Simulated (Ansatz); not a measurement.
Relaxation of AlClH$_{4}$O$_{3}$ (9 atoms, charge 0, multiplicity 1), to a largest force component of 0.03 eV/Å in at most 50 steps.

All numbers below come from Ansatz 0.2.0, RHF/6-31G*.

```xyz
9
Properties=species:S:1:pos:R:3
Al -0.073 -0.447 -0.116
Cl -0.064 -0.798 2.056
O 1.400 -0.461 -0.919
H 2.237 -0.621 -0.514
O -1.529 -0.460 -0.945
H -2.387 -0.404 -0.557
O 0.009 2.248 1.114
H 0.811 2.751 1.060
H 0.038 1.776 1.963
```

Where does it end, and by what steps?

It converged. After 22 steps the energy has fallen by 0.907 eV; O3 moved furthest, 0.79 Å. Joined: Al1–O7 (2.96 → 1.97 Å).

```json
{"step": "0", "energy less start (eV)": "0.0000", "largest force component (eV/Å)": "1.102", "accepted": "yes"}
{"step": "1", "energy less start (eV)": "-0.1077", "largest force component (eV/Å)": "2.155", "accepted": "yes"}
{"step": "2", "energy less start (eV)": "-0.3790", "largest force component (eV/Å)": "2.157", "accepted": "yes"}
{"step": "3", "energy less start (eV)": "-0.6490", "largest force component (eV/Å)": "1.041", "accepted": "yes"}
{"step": "4", "energy less start (eV)": "-0.7154", "largest force component (eV/Å)": "1.119", "accepted": "yes"}
{"step": "5", "energy less start (eV)": "-0.7783", "largest force component (eV/Å)": "0.615", "accepted": "yes"}
{"step": "6", "energy less start (eV)": "-0.8078", "largest force component (eV/Å)": "0.265", "accepted": "yes"}
{"step": "7", "energy less start (eV)": "-0.8223", "largest force component (eV/Å)": "0.161", "accepted": "yes"}
{"step": "8", "energy less start (eV)": "-0.8323", "largest force component (eV/Å)": "0.415", "accepted": "yes"}
{"step": "9", "energy less start (eV)": "-0.8393", "largest force component (eV/Å)": "0.768", "accepted": "yes"}
{"step": "10", "energy less start (eV)": "-0.8552", "largest force component (eV/Å)": "0.468", "accepted": "yes"}
{"step": "11", "energy less start (eV)": "-0.8706", "largest force component (eV/Å)": "0.343", "accepted": "yes"}
{"step": "12", "energy less start (eV)": "-0.8863", "largest force component (eV/Å)": "0.193", "accepted": "yes"}
{"step": "13", "energy less start (eV)": "-0.8696", "largest force component (eV/Å)": "1.258", "accepted": "no"}
{"step": "14", "energy less start (eV)": "-0.8937", "largest force component (eV/Å)": "0.184", "accepted": "yes"}
{"step": "15", "energy less start (eV)": "-0.8977", "largest force component (eV/Å)": "0.426", "accepted": "yes"}
{"step": "16", "energy less start (eV)": "-0.8961", "largest force component (eV/Å)": "0.306", "accepted": "no"}
{"step": "17", "energy less start (eV)": "-0.9027", "largest force component (eV/Å)": "0.089", "accepted": "yes"}
{"step": "18", "energy less start (eV)": "-0.9057", "largest force component (eV/Å)": "0.092", "accepted": "yes"}
{"step": "19", "energy less start (eV)": "-0.9052", "largest force component (eV/Å)": "0.143", "accepted": "no"}
{"step": "20", "energy less start (eV)": "-0.9069", "largest force component (eV/Å)": "0.066", "accepted": "yes"}
{"step": "21", "energy less start (eV)": "-0.9069", "largest force component (eV/Å)": "0.073", "accepted": "no"}
{"step": "22", "energy less start (eV)": "-0.9071", "largest force component (eV/Å)": "0.006", "accepted": "yes"}
```

```xyz
9
Properties=species:S:1:pos:R:3
Al -0.057 -0.049 0.283
Cl -0.351 -0.987 2.196
O 1.532 0.067 -0.342
H 1.866 -0.491 -1.027
O -1.349 -0.220 -0.805
H -2.176 -0.613 -0.574
O 0.068 1.808 0.919
H 0.923 2.128 0.633
H -0.015 1.940 1.859
```

Run time: 39 s on 1 thread of Arm Neoverse V2, on a shared host, peak memory 0.17 GiB.
